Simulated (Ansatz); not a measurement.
Input file for Ansatz (an electronic-structure program): U-CCSD(T)/cc-pVDZ on GeH5N (SMILES [NH2][GeH3]), a point of a bond scan (R = 1.691 Å). The run froze 15 orbitals, filled d shells among them.

Ansatz 0.2 input:
```yaml
crystal:
  periodic: [false, false, false]
  atoms:
    - {symbol: Ge, position_ang: [-0.36016542, 0.04050046, 0.02987818]}
    - {symbol: N, position_ang: [1.47031303, -0.14001610, -0.20882542]}
    - {symbol: H, position_ang: [-1.09966014, -1.00110312, -1.07759693]}
    - {symbol: H, position_ang: [-0.70255945, 1.50788045, -0.27308504]}
    - {symbol: H, position_ang: [-0.85896258, -0.30670081, 1.45462877]}
    - {symbol: H, position_ang: [1.80695904, -1.08530079, -0.07685644]}
    - {symbol: H, position_ang: [2.02009845, 0.47463113, 0.37790643]}
basis:
  gaussian:
    orbitals: cc-pVDZ
correlation: {method: ccsd_t, electrons: outside_noble_gas}
scf: {omitted_lower_state_checks: [cluster_reference]}
magnetization: {spin_polarized: true, initial_magnetization: 0}
```

Program output:

```
WARN ansatz: RAYON_NUM_THREADS=1 ignored (pool sized by the plan → 1); use --threads N
Functional definition: HF
these checks for a lower state are left out or cut short: cluster_reference
integrals: 0.06 GiB planned
676 factors; integrals over basis functions are off by at most 1.2e-3 eV
mean field: 0.20 GiB planned
mean field evaluation 1: about -58031.4044 eV, gradient 2.0e1 eV
mean field evaluation 2: about -58031.4071 eV, gradient 2.0e1 eV
mean field evaluation 4: about -58033.3155 eV, gradient 1.5e0 eV
mean field evaluation 8: about -58033.3342 eV, gradient 3.2e-4 eV
mean field -58033.33422930 eV, -2132.6856965200 hartree, gradient 1.4e-6 eV, S^2 0.000000; 0 other end points of the search recorded, 0 dependent functions left out
15 core orbitals not correlated
reference -58033.33422930 eV, -2132.6856965200 hartree; 7, 7 occupied and 44, 44 virtual orbitals, 676 factors
second order -7.65322672 eV of doubles, -0.00000000 eV of singles
coupled cluster: 0.18 GiB planned
cycle   1  -8.26975142 eV  change   -6.2e-1 eV  update   6.7e-2
cycle   2  -8.54893331 eV  change   -2.8e-1 eV  update   2.2e-2
cycle   3  -8.59234767 eV  change   -4.3e-2 eV  update   8.2e-3
cycle   4  -8.59095743 eV  change    1.4e-3 eV  update   2.2e-3
cycle   5  -8.59070257 eV  change    2.5e-4 eV  update   8.0e-4
cycle   6  -8.59052655 eV  change    1.8e-4 eV  update   2.7e-4
cycle   7  -8.59048613 eV  change    4.0e-5 eV  update   9.4e-5
cycle   8  -8.59050486 eV  change   -1.9e-5 eV  update   3.8e-5
cycle   9  -8.59050461 eV  change    2.5e-7 eV  update   1.2e-5
perturbative correction -0.19786253 eV, -0.0072713137 hartree
Total energy: -58042.12259643 eV, -2133.0086630552 hartree
Checks for a lower state left out: cluster_reference
```

Self-consistency was reached.

Cost: around 3.0 core-seconds (rough).
